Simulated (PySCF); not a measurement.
Excitations are Tamm–Dancoff values on a coarser integration grid. The basis has no diffuse functions, so Rydberg states are missing or too high.

Cartesian coordinates (Å):
```xyz
21

C     -2.1244    -1.9261    -0.6908
O     -1.8270    -0.5735    -0.4455
Sn     0.0001     0.0000    -0.0002
O      0.0211     1.9533    -0.2233
C     -0.6426     2.5691    -1.2996
O      0.6138    -0.3398     1.8366
C      0.1940     0.4726     2.9051
O      1.1917    -1.0397    -1.1684
C      2.5730    -1.1156    -0.9147
H     -2.1590    -2.5223     0.2401
H     -3.1222    -1.9766    -1.1566
H     -1.4052    -2.4073    -1.3775
H     -0.7091     3.6486    -1.0863
H     -0.0946     2.4493    -2.2528
H     -1.6694     2.1889    -1.4465
H      0.8441     0.2611     3.7699
H     -0.8476     0.2587     3.2092
H      0.2690     1.5518     2.6808
H      2.9875    -1.9335    -1.5267
H      3.1017    -0.1859    -1.1961
H      2.8050    -1.3331     0.1433
```
Charge 0, spin multiplicity 1.

Task: Give the total energy, HOMO and brightest of the four lowest singlets (TDA) at the level TPSSh-D3(BJ)/def2-TZVP // PBE0-D3(BJ)/def2-SVP (PySCF).

Result: 
The total energy is -675.0085 Ha and the HOMO is -7.09 eV. The brightest of the four lowest singlets (TDA) is 4.75 eV.
